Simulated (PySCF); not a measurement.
C2H9FOSi2. Atoms are numbered in the order given.

```xyz
15

C     -1.6682    -1.6128    -0.7016
Si    -0.7461    -0.0870    -0.1929
C     -1.5821     0.9169     1.1290
F     -0.5729     0.8796    -1.5013
O      0.7791    -0.5137     0.2861
Si     2.2575     0.1983     0.5467
H     -2.6777    -1.3626    -1.0642
H     -1.1311    -2.1376    -1.5069
H     -1.7688    -2.3047     0.1497
H     -0.9954     1.8199     1.3618
H     -1.6892     0.3303     2.0555
H     -2.5860     1.2371     0.8075
H      3.0421     0.2476    -0.7180
H      2.0752     1.5875     1.0635
H      2.9956    -0.6077     1.5565
```

Coordinates come from a ωB97X-D3(BJ)/def2-SVP optimisation. One conformer was computed; it need not be the lowest.

Method: PBE/pcSseg-1 run with PySCF.

GIAO shieldings, no solvent; atoms listed in one row are averaged. δ = σ(ref) − σ: ¹³C against TMS (σ = 182.0 ppm); ²⁹Si against TMS (σ = 335.4 ppm); ¹⁹F against CFCl3 (σ = 133.6 ppm); ¹⁷O against H2O (σ = 334.3 ppm); ¹H against TMS (σ = 31.49 ppm), references at their B3LYP-D3(BJ)/def2-TZVP geometries, non-relativistic.

| nucleus | atoms | count | δ (ppm) |
|---|---|---|---|
| ¹³C | C1 | 1 | 0.9 |
| ¹³C | C3 | 1 | -0.2 |
| ²⁹Si | Si2 | 1 | 12.5 |
| ²⁹Si | Si6 | 1 | -40.6 |
| ¹⁹F | F4 | 1 | -171.9 |
| ¹⁷O | O5 | 1 | 62.3 |
| ¹H | H13, H14, H15 | 3 | 5.47 |
| ¹H | H7, H8, H9, H10, H11, H12 | 6 | 0.47 |
